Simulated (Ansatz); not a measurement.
`[F][Zr]([F])([F])[F]`, relaxed with RKS PBE-D4/def2-SVP in the Gaussian-basis code of Ansatz from a rough embedded geometry. The force threshold is 0.03 eV/Å; the program also tests the step.

The species carries charge 0 and has multiplicity 1. Zr: def2 effective core potential.

Start:

```xyz
5

F    -1.669   -1.355   -0.620
Zr    0.118    0.267    0.028
F     1.594   -0.443   -1.579
F    -0.914    2.234    0.287
F     0.872   -0.702    1.884
```

Problem. How much energy does the relaxation release, and in how many steps? (An estimate is asked.)

Solution. Ansatz gave: 555.17 kJ/mol, in 4 steps.

Problem. Which bonds change most? (Estimate.)

Solution. The calculation gave: F1–Zr2 from 2.499 to 1.908 Å; Zr2–F3 from 2.294 to 1.908 Å; Zr2–F4 from 2.237 to 1.908 Å; Zr2–F5 from 2.226 to 1.908 Å.

Problem. Give the relaxed structure. (Estimate.)

Solution. Ansatz gave: 
```xyz
5

F    -1.470   -1.123   -0.467
Zr    0.000    0.000    0.000
F     1.347   -0.124   -1.346
F    -0.599    1.807    0.138
F     0.722   -0.560    1.675
```
